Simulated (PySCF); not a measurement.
PySCF 2.14 output of an unrestricted PBE calculation on a single atom or ion in aug-cc-pVTZ-PP with one added diffuse shell each of s, p, d, f, g type with ECP28MDF (7s7p6d4f3g, 113 functions), with a scalar-relativistic core potential:

```
SCF conv_tol = 1e-09
number electrons alpha = 9  beta = 5
    J. P. Perdew, K. Burke, and M. Ernzerhof.,  Phys. Rev. Lett. 77, 3865 (1996)
    J. P. Perdew, K. Burke, and M. Ernzerhof.,  Phys. Rev. Lett. 78, 1396 (1997)
    J. P. Perdew, K. Burke, and M. Ernzerhof.,  Phys. Rev. Lett. 77, 3865 (1996)
    J. P. Perdew, K. Burke, and M. Ernzerhof.,  Phys. Rev. Lett. 78, 1396 (1997)
cycle= 1 E= -56.6494657909655  delta_E= 0.00203  |g|= 0.036  |ddm|= 6.58
cycle= 2 E= -56.6454003064956  delta_E= 0.00407  |g|= 0.0767  |ddm|= 1.32
cycle= 3 E= -56.6506410517595  delta_E= -0.00524  |g|= 0.00536  |ddm|= 1.75
cycle= 4 E= -56.6506751461162  delta_E= -3.41e-05  |g|= 0.000717  |ddm|= 0.104
cycle= 5 E= -56.6506796990332  delta_E= -4.55e-06  |g|= 0.000229  |ddm|= 0.104
cycle= 6 E= -56.6506841941801  delta_E= -4.5e-06  |g|= 0.000208  |ddm|= 0.0866
cycle= 7 E= -56.6506871909992  delta_E= -3e-06  |g|= 0.000206  |ddm|= 0.0508
cycle= 8 E= -56.6506675904105  delta_E= 1.96e-05  |g|= 0.000182  |ddm|= 0.385
cycle= 9 E= -56.650655971596  delta_E= 1.16e-05  |g|= 0.000328  |ddm|= 0.328
cycle= 10 E= -56.6506539036856  delta_E= 2.07e-06  |g|= 0.000542  |ddm|= 0.0401
cycle= 11 E= -56.6506536366062  delta_E= 2.67e-07  |g|= 0.000653  |ddm|= 0.0275
cycle= 12 E= -56.6506448085985  delta_E= 8.83e-06  |g|= 0.000543  |ddm|= 0.621
cycle= 13 E= -56.6506446899374  delta_E= 1.19e-07  |g|= 0.000589  |ddm|= 0.00399
cycle= 14 E= -56.6506448175544  delta_E= -1.28e-07  |g|= 0.000474  |ddm|= 0.0511
cycle= 15 E= -56.6506448499532  delta_E= -3.24e-08  |g|= 0.000238  |ddm|= 0.11
cycle= 16 E= -56.6506448508635  delta_E= -9.1e-10  |g|= 5.98e-05  |ddm|= 0.119
cycle= 17 E= -56.6506448461589  delta_E= 4.7e-09  |g|= 6.06e-05  |ddm|= 0.0122
cycle= 18 E= -56.6506448666449  delta_E= -2.05e-08  |g|= 1.7e-05  |ddm|= 0.0276
cycle= 19 E= -56.6506448627293  delta_E= 3.92e-09  |g|= 3.69e-06  |ddm|= 0.0145
cycle= 20 E= -56.6506448623354  delta_E= 3.94e-10  |g|= 3.41e-06  |ddm|= 0.00609
converged SCF energy = -56.6506448623354  <S^2> = 6.9877909  2S+1 = 5.3806285
```

The run itself started from symmetry-adapted Hartree-Fock orbitals and held the occupation by maximum overlap, on a logarithmic radial grid, so the iterations belong to that start.

Task: Which element, charge and spin multiplicity is this?

Result: Nb⁻ (niobium, charge -1), multiplicity 5; the state was [Kr] 4d4 5s2, high-spin 5D determinant.

Energies and moments cover only the electrons outside the core potential. ⟨S²⟩ = 6.99 against 6.00 shows spin contamination. At PBE the highest occupied level has a positive energy, so only the finite basis holds that electron; in a semilocal or global hybrid functional this comes from self-interaction and does not mean that the real anion is unbound.
